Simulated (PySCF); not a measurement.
# Continuum solvent and chemical shifts

Molfile (atoms numbered from 1):
```
C6H18AlN
     RDKit          3D

 26 25  0  0  0  0  0  0  0  0999 V2000
   -2.0652   -1.0262   -0.5358 C   0  0  0  0  0  0  0  0  0  0  0  0
   -0.9703   -0.0266   -0.8461 C   0  0  0  0  0  0  0  0  0  0  0  0
    0.0852    0.0779    0.1895 N   0  0  0  0  0  0  0  0  0  0  0  0
   -0.7229    0.7957    1.9853 Al  0  0  0  0  0  4  0  0  0  0  0  0
    0.6819   -1.2373    0.5407 C   0  0  0  0  0  0  0  0  0  0  0  0
    1.3323   -2.0141   -0.5909 C   0  0  0  0  0  0  0  0  0  0  0  0
    1.1548    1.0045   -0.2609 C   0  0  0  0  0  0  0  0  0  0  0  0
    0.7193    2.4371   -0.4938 C   0  0  0  0  0  0  0  0  0  0  0  0
   -2.8559   -0.9347   -1.2942 H   0  0  0  0  0  0  0  0  0  0  0  0
   -1.7108   -2.0672   -0.5524 H   0  0  0  0  0  0  0  0  0  0  0  0
   -2.5193   -0.8346    0.4479 H   0  0  0  0  0  0  0  0  0  0  0  0
   -1.4182    0.9721   -0.9373 H   0  0  0  0  0  0  0  0  0  0  0  0
   -0.4969   -0.2589   -1.8181 H   0  0  0  0  0  0  0  0  0  0  0  0
    0.6242    1.3697    2.6585 H   0  0  0  0  0  0  0  0  0  0  0  0
   -1.8089    1.8669    1.4727 H   0  0  0  0  0  0  0  0  0  0  0  0
   -1.3203   -0.5457    2.6422 H   0  0  0  0  0  0  0  0  0  0  0  0
   -0.1093   -1.8375    1.0101 H   0  0  0  0  0  0  0  0  0  0  0  0
    1.4160   -1.0363    1.3372 H   0  0  0  0  0  0  0  0  0  0  0  0
    2.1940   -1.4919   -1.0310 H   0  0  0  0  0  0  0  0  0  0  0  0
    0.6239   -2.2493   -1.3993 H   0  0  0  0  0  0  0  0  0  0  0  0
    1.7012   -2.9711   -0.1939 H   0  0  0  0  0  0  0  0  0  0  0  0
    1.6040    0.6010   -1.1856 H   0  0  0  0  0  0  0  0  0  0  0  0
    1.9292    0.9834    0.5204 H   0  0  0  0  0  0  0  0  0  0  0  0
    0.2612    2.8768    0.4038 H   0  0  0  0  0  0  0  0  0  0  0  0
    0.0094    2.5370   -1.3272 H   0  0  0  0  0  0  0  0  0  0  0  0
    1.6066    3.0360   -0.7460 H   0  0  0  0  0  0  0  0  0  0  0  0
  1  2  1  0
  2  3  1  0
  3  4  1  0
  3  5  1  0
  5  6  1  0
  3  7  1  0
  7  8  1  0
  1  9  1  0
  1 10  1  0
  1 11  1  0
  2 12  1  0
  2 13  1  0
  4 14  1  0
  4 15  1  0
  4 16  1  0
  5 17  1  0
  5 18  1  0
  6 19  1  0
  6 20  1  0
  6 21  1  0
  7 22  1  0
  7 23  1  0
  8 24  1  0
  8 25  1  0
  8 26  1  0
M  CHG  2   3   1   4  -1
M  END
```

GIAO PBE0/pcSseg-1 in PySCF on one PBE0-D3(BJ)/def2-SVP conformer, non-relativistic, equivalent nuclei averaged. Solvents enter as an IEF-PCM continuum (chloroform with ε = 4.7, dichloromethane with ε = 8.9) around the gas-phase geometry. Shifts are referred to TMS, AlH4- computed in the same medium.

Gas phase, δ in ppm: C2/C5/C7 49.0, C1/C6/C8 10.1, Al4 77.6, H14/H15/H16 3.99, H12/H13/H17/H18/H22/H23 2.68, H9/H10/H11/H19/H20/H21/H24/H25/H26 1.22. Dipole moment 5.50 D.

Problem. How does each δ change in the continuum?

Solution. 
```csv
atoms,environment,"Δδ, chloroform","Δδ, dichloromethane"
C2/C5/C7,sp3 CH2 bonded to N,+0.6,+0.7
C1/C6/C8,methyl carbon,+0.5,+0.7
Al4,"aluminium bonded to N, 3 H",-13.4,-15.3
H14/H15/H16,hydrogen on an aluminium bonded to N,-0.32,-0.37
H12/H13/H17/H18/H22/H23,hydrogen on an sp3 CH2 bonded to N,+0.07,+0.09
H9/H10/H11/H19/H20/H21/H24/H25/H26,hydrogen on a methyl carbon,+0.02,+0.02
```

Changes are relative to the gas phase. The dipole moment becomes 6.65 D in chloroform, 6.89 D in dichloromethane.

Problem. Which nuclei move most (in ppm), and what does the model miss?

Solution. Al4 (aluminium bonded to N, 3 H, -15.3 ppm) in dichloromethane. A continuum only polarises the solute; specific hydrogen bonds, the anisotropy of aromatic solvents and changes of geometry or conformer are outside it.
